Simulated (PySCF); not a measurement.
## Orbital levels and atomic charges

System: C14H30O2Si14 (nanocrystal SiC surface).

Cartesian coordinates (Å):
```
  1 C    -2.297    0.353   -2.527
  2 C    -0.023   -1.842   -2.557
  3 C    -0.054    0.351    4.041
  4 Si   -1.157   -0.769    2.971
  5 C    -2.226    0.316    1.844
  6 C    -0.080   -1.851    1.850
  7 C    -2.226   -1.845   -0.317
  8 C    -0.056    0.361   -0.361
  9 Si   -1.155   -0.750   -1.466
 10 Si   -1.156   -2.971    0.768
 11 Si   -3.336   -0.705    0.704
 12 C    -0.053   -4.041   -0.352
 13 C    -0.024    2.557    1.843
 14 C    -2.298    2.527   -0.352
 15 Si   -1.155    1.466    0.750
 16 Si   -3.394    1.371   -1.371
 17 C     2.130    0.310   -2.536
 18 Si    1.086   -0.786   -3.665
 19 C     2.124    0.379    1.852
 20 C     2.125   -1.851   -0.379
 21 Si    3.241   -0.699   -1.382
 22 Si    1.050   -2.968   -1.469
 23 Si    1.042   -0.754    0.755
 24 Si    1.049    1.468    2.969
 25 C     2.129    2.536   -0.309
 26 Si    3.240    1.383    0.700
 27 Si    1.059    1.456   -1.456
 28 Si    1.085    3.665    0.788
 29 O    -4.087    0.325   -0.325
 30 O     3.956    0.338   -0.337
 31 H    -2.918   -0.266   -3.170
 32 H    -1.714    0.997   -3.178
 33 H    -0.647   -2.469   -3.194
 34 H    -0.672    0.961    4.694
 35 H     0.565   -0.259    4.694
 36 H    -2.014   -1.616    3.844
 37 H    -2.865    0.939    2.470
 38 H     0.552   -2.478    2.477
 39 H    -2.864   -2.470   -0.940
 40 H    -2.014   -3.844    1.614
 41 H    -4.490   -1.347    1.346
 42 H    -0.670   -4.694   -0.963
 43 H     0.567   -4.693    0.258
 44 H    -0.647    3.193    2.470
 45 H    -1.715    3.178   -0.996
 46 H    -2.919    3.169    0.267
 47 H    -4.566    1.995   -1.995
 48 H     2.766    0.936   -3.160
 49 H     0.297    0.033   -4.610
 50 H     1.960   -1.647   -4.490
 51 H     2.757   -0.249    2.478
 52 H     2.758   -2.478    0.249
 53 H     4.412   -1.327   -2.009
 54 H     1.903   -3.845   -2.317
 55 H     1.902    2.315    3.846
 56 H     2.766    3.161   -0.935
 57 H     4.411    2.009    1.328
 58 H     0.304    2.369   -2.369
 59 H     0.297    4.610   -0.032
 60 H     1.959    4.489    1.649
```

Method: wB97X-D/6-31G*, gas phase, PySCF, fitting set def2-universal-JFIT up to Ne and JKFIT beyond, grid level 1.

Give the orbital energies near the gap.


```csv
orbital,eV
HOMO-4,-9.33
HOMO-3,-9.28
HOMO-2,-9.11
HOMO-1,-8.87
HOMO,-8.87
LUMO,1.37
LUMO+1,1.70
LUMO+2,1.71
LUMO+3,2.41
```

Give the partial charges of the non-hydrogen atoms.


```tsv
atom	Mulliken	IAO	Hirshfeld
C1	-0.77	-0.84	-0.24
C2	-0.78	-0.93	-0.28
C3	-0.75	-0.82	-0.24
Si4	0.63	0.91	0.32
C5	-0.79	-0.95	-0.29
C6	-0.77	-0.93	-0.28
C7	-0.79	-0.95	-0.29
C8	-0.79	-1.03	-0.32
Si9	0.76	1.02	0.34
Si10	0.63	0.91	0.32
Si11	0.83	1.13	0.38
C12	-0.75	-0.82	-0.24
C13	-0.78	-0.93	-0.28
C14	-0.77	-0.84	-0.24
Si15	0.76	1.02	0.34
Si16	0.83	1.14	0.39
C17	-0.80	-0.95	-0.28
Si18	0.50	0.76	0.30
C19	-0.78	-0.95	-0.29
C20	-0.78	-0.95	-0.29
Si21	0.83	1.13	0.38
Si22	0.63	0.91	0.32
Si23	0.71	1.02	0.34
Si24	0.63	0.91	0.32
C25	-0.80	-0.95	-0.28
Si26	0.83	1.13	0.38
Si27	0.58	0.89	0.32
Si28	0.50	0.76	0.30
O29	-0.67	-0.88	-0.32
O30	-0.66	-0.88	-0.32
```
